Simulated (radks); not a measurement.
Results of a calculation; reference values are marked as such.
Species: Re. Configuration: [Xe] 4f14 5d5 6s1 7p1 (not the ground configuration).

Code: a radial shooting solver on a logarithmic mesh with Libxc functionals. Model: non-relativistic Kohn-Sham, SCAN, spin-unpolarised, spherical densities, point nucleus; meta-GGA in the generalised Kohn-Sham scheme; relativity is left out, which matters for an element this heavy.

Energy parts (eV):
total: -429642.58
kinetic: 429532.59
electron-nucleus: -1022752.50
Hartree: 172139.44
exchange-correlation: -8562.11

Orbitals (lengths in bohr, moments of r in powers of bohr; r(max) is where P^2 peaks; r(90%) holds 90 % of the orbital's charge):
orbital  occ.  eigenvalue (eV)   <1/r>   r(max)  r(90%)
1s          2        -65647.50   74.45  0.01340  0.0359
2s          2        -10850.86   17.49  0.07289   0.131
2p          6        -10402.86   17.51  0.05666   0.116
3s          2        -2505.581   6.745   0.1998   0.315
3p          6        -2295.722   6.683   0.1884   0.307
3d         10        -1905.974   6.600   0.1489   0.280
4s          2        -517.8376   2.914   0.4494   0.688
4p          6        -428.9277   2.818   0.4502   0.706
4d         10        -267.6316   2.622   0.4463   0.751
4f         14         -57.5131   2.212   0.4113   0.920
5s          2         -76.2146   1.158    1.025    1.63
5p          6         -50.0047   1.042    1.104    1.83
5d          5         -11.4249  0.7263    1.382    2.82
6s          1          -8.4791  0.3989    2.741    4.60
7p          1          -0.9621  0.1048    11.03    16.4

The highest occupied level is 7p at -0.962 eV. The electron density at the nucleus is 3.022e+05 e/bohr^3. The density falls to 0.001 e/bohr^3 at r = 4.34 bohr. Virial ratio -V/T = 2.00026.
